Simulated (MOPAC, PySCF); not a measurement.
CH3NO, SMILES `NC=O` (H–N–C–O torsion 180°), neutral singlet in the gas phase. 

Cartesian coordinates (Å):
```xyz
6

N     -0.6894     0.0076    -0.0812
C      0.6577    -0.0101     0.0756
O      1.4004    -0.8321    -0.4096
H     -1.2565     0.7175     0.3471
H     -1.1305    -0.7056    -0.6389
H      1.0182     0.8228     0.7070
```
Charge 0, multiplicity 1.

All levels are single points at this geometry (B3LYP-D3(BJ)/def2-TZVP); Pople sets use spherical d functions. Orbital energies aren't observables, and empty levels follow the basis.

PM3 in MOPAC gives dipole (D) = 3.63.

Task: Estimate the dipole (D) from each of these levels: M06-2X/def2-TZVP in PySCF; B3LYP/3-21G in PySCF; B3LYP/6-31G* in PySCF; BP86/6-31G* in PySCF; PBE/6-31G* in PySCF; SVWN5/6-31G* in PySCF; HF/3-21G in PySCF; AM1 in MOPAC.

Result: 
| level | dipole (D) |
|---|---|
| M06-2X/def2-TZVP in PySCF | 4.02 |
| B3LYP/3-21G in PySCF | 3.71 |
| B3LYP/6-31G* in PySCF | 3.81 |
| BP86/6-31G* in PySCF | 3.72 |
| PBE/6-31G* in PySCF | 3.69 |
| SVWN5/6-31G* in PySCF | 3.78 |
| HF/3-21G in PySCF | 4.07 |
| AM1 in MOPAC | 3.55 |
